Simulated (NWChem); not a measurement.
Molecule: C3H4OS; SMILES O=C1CSC1

```xyz
9

O      0.0000     0.0000     2.1609
C      0.0000     0.0000     0.9593
C      0.0000    -1.1766    -0.0252
S      0.0000     0.0000    -1.4632
C      0.0000     1.1766    -0.0252
H     -0.8928    -1.8065     0.0446
H      0.8928    -1.8065     0.0446
H     -0.8928     1.8065     0.0446
H      0.8928     1.8065     0.0446
```
Atoms are numbered in this order, from 1.

Results from NWChem. Coordinates come from a B3LYP/6-31G* (spherical d) optimisation. Field at 589 nm.

Problem. Estimate the computed values for B3LYP/def2-SVP. Quantities: isotropic polarisability (bohr³); anisotropy (bohr³).

Solution. 
| Quantity | Value |
|---|---|
| isotropic polarisability (bohr³) | 46.8 |
| anisotropy (bohr³) | 21.3 |
